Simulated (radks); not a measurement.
Values are calculated unless marked as measured or tabulated.
Task: Species: Ga+. Configuration: [Ar] 3d10 4s2. Level of theory: scalar-relativistic Kohn-Sham, exchange-only LDA, spin-polarised, spherical densities, finite nucleus; Fermi nuclear charge, rms radius 3.9973 fm (a radial shooting solver on a logarithmic mesh with Libxc functionals). Some entries of the table are withheld. Estimate them.

| orbital | occ. | eigenvalue (Ry) | r(max) (bohr) | <r^2> (bohr^2) |
|---|---|---|---|---|
| 1s | 2 | -750.8931 | 0.03183 | 0.003187 |
| 2s | 2 | -93.08402 | 0.1827 | 0.05618 |
| 2p | 6 | -81.18635 | 0.1465 | 0.04468 |
| 3s | 2 | (1) | 0.5651 | 0.4933 |
| 3p | 6 | -7.74139 | 0.5668 | 0.5466 |
| 3d | 10 | -1.91938 | 0.5312 | 0.8618 |
| 4s | 2 | -1.13522 | 1.852 | 5.720 |
| 4p | 0 | -0.60823 | 2.335 | 9.788 |
| 5s | 0 | -0.25477 | 5.610 | 45.90 |
| 4d | 0 | -0.15351 | 5.304 | 54.87 |
| 4f | 0 | (2) | 15.27 | 331.0 |

Result: 
(1) 3s eigenvalue (Ry): -11.32525
(2) 4f eigenvalue (Ry): -0.06386
